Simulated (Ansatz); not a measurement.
Calculated with Ansatz (gas phase, PBE0-D4/def2-TZVP geometries, no zero-point term in ΔE). CCSD(T)/CBS adds triple-zeta CCSD(T) − MP2 to the extrapolated MP2 energy (def2 sets, frozen cores). DFT in def2-TZVPP. B3LYP here is the variant with VWN-RPA as its local correlation; programs differ in this. For Ge outer-core shells are correlated without core-valence functions, which leaves a few kJ/mol of doubt a bond. Scalar relativity is left out up to krypton. Each species was taken in one conformer, which may not be the lowest.

`[SiH3][SiH2][GeH2][SiH3]` + `O=C(O)O` → `O=C(O)O[SiH2][SiH3]` + `[SiH3][GeH3]`  (cleavage of the Si–Ge bond)

```csv
level,ΔE (kJ/mol)
PBE-D4,-30.3
PBE0,-35.5
B3LYP,-52.2
MP2/def2-TZVPP,-49.3
CCSD/def2-TZVPP,-51.1
HF/def2-QZVPP,-73.1
MP2/def2-QZVPP,-49.9
CCSD/CBS(def2),-50.7
```

(1) What does CCSD(T)/CBS give? (Estimate.)

Largest T1 diagnostic among the species: 0.015.

Results:

(1) The calculation gave: -48.4 kJ/mol. The listed levels differ from it by 18.1, 12.9, -3.8, -0.9, -2.7, -24.7, -1.5, -2.3 kJ/mol.

In def2-TZVPP, CCSD(T) changes the Hartree–Fock value by +21.6 kJ/mol (the triples alone add +2.4 kJ/mol) and MP2 by +21.2 kJ/mol. From PBE to PBE0 (25 % exact exchange), in def2-TZVPP and without D4, ΔE moves by −3.7 kJ/mol.

CCSD(T)/CBS has its own doubt, a few kJ/mol and more with outer-core shells, so smaller differences from it don't rank the levels.
